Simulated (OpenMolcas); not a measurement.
Co⁺: Racah parameters, worked from levels

```json
{
  "Program": "OpenMolcas 26.06",
  "Basis": "ANO-RCC-VTZP [6s5p3d2f1g]",
  "Scalar Hamiltonian": "DKH2, point nucleus",
  "Active space": "8 electrons in 5 orbitals (3d)",
  "State averaging": "2S+1 = 3 even, 10 roots; 2S+1 = 1 even, 15 roots",
  "Spin-orbit coupling": "state interaction with AMFI integrals over the reference wave functions, term energies averaged over their components"
}
```

Methods: CASSCF; SS-CASPT2, IPEA 0.25 Eh, imaginary shift 0.1 Eh (closed shells correlated: 3s 3p).

**Racah parameters.** Above ³F, d8 has ³P at 15B, ¹G at 12B + 2C and ¹D at 5B + 2C. The first two fix B and C, and the third tests them; where it misses by thousands of cm-1, two parameters do not describe the configuration (Trees and configuration-interaction terms are left out) and B and C hang on the terms chosen. Term energies are centres of gravity, weighted by 2J + 1.

| Source | ³P | ¹G | B | C | C/B | ¹D from B, C | ¹D found |
| --- | --- | --- | --- | --- | --- | --- | --- |
| CASSCF | 16986 | 21716 | 1132 | 4064 | 3.59 | 13788 | 13730 |
| SS-CASPT2 | 13392 | 18291 | 893 | 3789 | 4.24 | 12043 | 10108 |

Energies in cm-1. From CASSCF to SS-CASPT2, B changes by -21.1 % and C by -6.8 %.

Term energies are means over components that CASPT2 splits; among the terms shown or strongly mixed into the levels shown the widest spread is 990 cm-1 (3d⁸ ¹G, SS-CASPT2). Without dynamic correlation excited terms often stand tens of per cent too high (terms of higher spin than the ground term too low), and those without a measured partner can miss by more than the paired ones (holds for CASSCF). Levels of configurations outside the active space are missing.
